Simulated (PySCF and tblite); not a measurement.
Values are calculated unless marked as measured or tabulated.
# C5H3BrO2S, numbered as in [O:1]=[c:2]1[cH:3][c:4]([Br:5])[cH:6][c:7]([SH:8])[o:9]1: conformational analysis

Conformers came from 60 starts (ETKDG and KDG, MMFF94s, GFN2-xTB); geometries are GFN2-xTB. Free energies are PBE0-D3(BJ)/pcSseg-1 single points with GFN2-xTB rigid-rotor and vibrational terms (modes under about 100 cm⁻¹ blended into free rotors). Symmetry numbers and mirror images are counted. Conformers within 2.5 kcal/mol (GFN2-xTB free energy) were kept, 2 at most. GIAO shieldings: PBE0/pcSseg-1. Shifts are against TMS (¹H), TMS (¹³C) at the same level. Programs: PySCF with density fitting and tblite.

Torsions listed: O9–C7–S8–H8.

```json
{"conformer": "1", "shape": "0°", "symmetry": "Cs", "E(GFN2) kcal/mol": "0.00", "E(DFT) kcal/mol": "0.00", "G(298.15 K) kcal/mol": "0.00", "weight %": "91.7", "dipole D": "3.08"}
{"conformer": "2", "shape": "180°", "symmetry": "Cs", "E(GFN2) kcal/mol": "2.03", "E(DFT) kcal/mol": "1.50", "G(298.15 K) kcal/mol": "1.43", "weight %": "8.3", "dipole D": "4.82"}
```

Weights (%) against temperature:

```json
{"T (K)": "250", "1": "94.7", "2": "5.3", "S(mix) cal/mol/K": "0.41"}
{"T (K)": "298.15", "1": "91.7", "2": "8.3", "S(mix) cal/mol/K": "0.57"}
{"T (K)": "350", "1": "88.5", "2": "11.5", "S(mix) cal/mol/K": "0.71"}
```

Averaged shifts at 298.15 K. ¹H: 6.23 (H3, 1H), 6.12 (H6, 1H) ppm. ¹³C: 170.7 (C7), 164.0 (C4), 160.6 (C2), 116.6 (C3), 109.6 (C6) ppm.

Coordinates of conformer 1 (Å):

```xyz
12

O    -0.729   -2.645   -0.646
C    -0.530   -1.480   -0.451
C    -1.506   -0.443   -0.244
C    -1.120    0.842   -0.036
Br   -2.406    2.205    0.235
C     0.247    1.206   -0.013
C     1.151    0.208   -0.209
S     2.876    0.483   -0.210
O     0.810   -1.059   -0.416
H    -2.540   -0.745   -0.266
H     0.563    2.220    0.151
H     3.185   -0.793   -0.434
```

The minima are those of GFN2-xTB; planar forms about aryl–S or allylic bonds may be saddles in DFT. Spin–orbit effects of the heavy atoms on shieldings are missing. Other tautomers (keto or thione forms) aren't considered and may dominate. H on N, O and S are left out: they exchange, and hydrogen bonds move them by several ppm. At a carbon that bears Br the missing effect is some 10 ppm, beside I tens of ppm. Shifts are unscaled: against experiment ¹³C can be off by 15 ppm or more and ¹H by 0.8 ppm.

Search and properties took 61 s on 1 thread of Arm Neoverse V1 (shared host) (rough), launched as `OMP_NUM_THREADS=1 python ens_run.py task.json out`.


Conformer gaps in pcSseg-1 on xTB geometries can be 2 kcal/mol off for S=O, P=O and other polar bonds.